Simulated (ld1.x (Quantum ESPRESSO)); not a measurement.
N: one change to an ultrasoft potential, before and after

ld1.x (Quantum ESPRESSO) 7.5 input, shortened:

```
&input
   title='N', zed=7., rel=1, dft='PZ', iswitch=3,
   config='[He] 2s2 2p3 3d-2'
 /
 &inputp
   pseudotype=3, tm=.true., lloc=-1, rcloc=1.10,
   nlcc=.true., new_core_ps=.true., rcore=0.65
 /
5
2S  1  0   2.00   0.00  0.60  0.75  0.0
2S  1  0   0.00   1.10  0.60  0.75  0.0
2P  2  1   3.00   0.00  1.90  2.50  0.0
2P  2  1   0.00  -0.05  1.90  2.50  0.0
3D  3  2  -2.00   0.45  1.85  2.20  0.0
 &test
   configts(1)='2s2 2p3'
 /
```

Change: all radii but the core radius scaled by about 0.93 (s 0.70, p 2.32, d 2.04 bohr, rcut 0.56/1.76/1.72); local potential all-electron potential smoothed inside 1.02 bohr (lloc = -1).

Cutoffs: the cutoffs (Ry, on a coarse ladder) from which the occupation-weighted sum of valence levels, in a spherical-Bessel basis at the reference potential, stays within 10 and 1 mRy of its value at 400 Ry; they do not see the model core or the augmentation charge, which bear on the density cutoff. Errors are all-electron minus pseudo energies relative to the spin-unpolarised reference configuration.

Task: How do hardness, ghosts and transferability respond?

Result: The potential gets harder (60 Ry and 80 Ry → 70 Ry and 90 Ry); both files keep a bound ghost (s); the number of tests with a reliable result goes from 9 to 7 (the test run of the changed file stopped, so its transferability is not established); of the 7 tests that both files solve, the error grows in 2 and shrinks in 5 by more than 15 % and 0.3 meV (median size 66.0 → 58.7 meV). A smaller radius makes the pseudo-wave follow the all-electron one further in, where it bends more sharply, so more plane waves are needed.

```csv
quantity,base,changed
"cutoff, loose",60 Ry,70 Ry
"cutoff, tight",80 Ry,90 Ry
loose cutoff by channel (10 mRy a level),"s 55 Ry, p 8 Ry","s 70 Ry, p 10 Ry"
bound ghosts,s,s
tests with a reliable result,9 of 9,7 of 9 (the test run stopped)
"error for 2s2 2p2, meV [ΔE 13.73 eV]",+66,+26
"error for 2s2 2p1, meV [ΔE 42.70 eV]",+446,+228
"error for 2s2 2p0, meV [ΔE 89.87 eV]",+1399,+966
"error for 2s0 2p5, meV [ΔE 22.45 eV]",+41,+59
"error for 2s2 2p2.5, meV [ΔE 5.17 eV]",+11,+3.9
"error for 2s1 2p4, meV [ΔE 11.20 eV]",+9.3,+14
"error for 2s1 2p0, meV [ΔE 167.34 eV]",+2247,+1554
lowest overlap eigenvalue by channel,"s 0.61, p 0.66, d 1.00","s 0.71, p 1.00, d 0.30"
```

 A true bound ghost makes a file unfit for plane-wave use even where its test errors are small: the radial tests pick states by their node count and pass the ghost by.
